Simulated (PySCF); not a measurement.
Vibration and rotation of CaH

UHF-CCSD(T) constants of CaH, ²Σ⁺ (doublet), unpaired electrons σ ↑ (basis Ca 3-21G, H 3-21G; no relativity; PySCF 2.14; masses 39.9626 and 1.0078 u):

- ωe: 1087.4 cm⁻¹
- ωexe: 21.7 cm⁻¹
- Be: 3.4773 cm⁻¹
- αe: 0.0945 cm⁻¹
- D (centrifugal): 0.000142 cm⁻¹
- De to Ca + H: 0.88 eV

Task: Give the vibrational terms G(v) and spacings up to v = 3.

Result: G(v) = ωe(v+½) − ωexe(v+½)².

```csv
v,G(v) (cm⁻¹),G(v) − G(v−1),Bv (cm⁻¹)
0,538,,3.430
1,1582,1044,3.336
2,2583,1001,3.241
3,3540,957,3.147
```

Task: How well does the Morse estimate ωe²/(4ωexe) reproduce De, and what is D0?

Result: It gives 1.69 eV, 192 % of the computed De. D0 = De − G(0) = 0.88 − 0.07 = 0.81 eV.

Correlated steps freeze 5 core orbitals. 3-21G is very small, so such numbers show the basis as much as the molecule. The state is the lowest determinant that a PBE0 search found; another state may lie lower at other levels.
